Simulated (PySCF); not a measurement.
## Electron correlation in Ag+ (silver, charge +1)

[Kr] 4d10, closed-shell 1S. All numbers are calculated (PySCF 2.14, the spin-free X2C one-electron Hamiltonian (Gaussian nucleus), in ANO-RCC-VTZP (7s6p4d2f1g, 68 functions)). Frozen: [Kr]; 10 electrons correlated.

```tsv
level	correlation energy (mhartree)
CCSD	-287.03
(T)	-9.61
CCSD(T)	-296.64
```

Diagnostics: T1 = 0.0060, D1 = 0.0085, largest double amplitude 0.022.

Cost of the coupled-cluster step: of the order of 1.2 core-seconds, for 10 correlated electrons.
